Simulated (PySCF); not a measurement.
**Gas-phase thermal properties of SiSe**

Energies from PySCF (xtb for GFN2), thermal terms from the rigid-rotor harmonic-oscillator model, ideal gas at 1 bar. 6-31G* has spherical d functions here. All species are closed-shell singlets. B3LYP is the form with VWN-RPA correlation. Se: all electrons, no relativistic terms. The harmonic model lacks anharmonicity and excited electronic states, which grow with temperature; levels with a mode under 35 cm⁻¹ are left out.

| level | point group | σ | ZPE (kJ/mol) | S°298 (J/mol/K) | Cp298 (J/mol/K) | S°1000 (J/mol/K) | H1000 − H298 (kJ/mol) |
|---|---|---|---|---|---|---|---|
| B3LYP/6-31G* | C∞v | 1 | 3.4 | 235.8 | 33.7 | 279.1 | 25.3 |
| GFN2-xTB | C∞v | 1 | 3.4 | 236.1 | 33.7 | 279.4 | 25.3 |
| HF/6-31G* | C∞v | 1 | 3.8 | 235.1 | 33.1 | 278.0 | 25.1 |
| PBE/def2-SVP | C∞v | 1 | 3.4 | 235.9 | 33.7 | 279.3 | 25.3 |
| PBE0/def2-TZVP | C∞v | 1 | 3.6 | 235.5 | 33.5 | 278.6 | 25.3 |
σ: rotational symmetry number. Electronic degeneracy used: 1. Frequencies are unscaled.
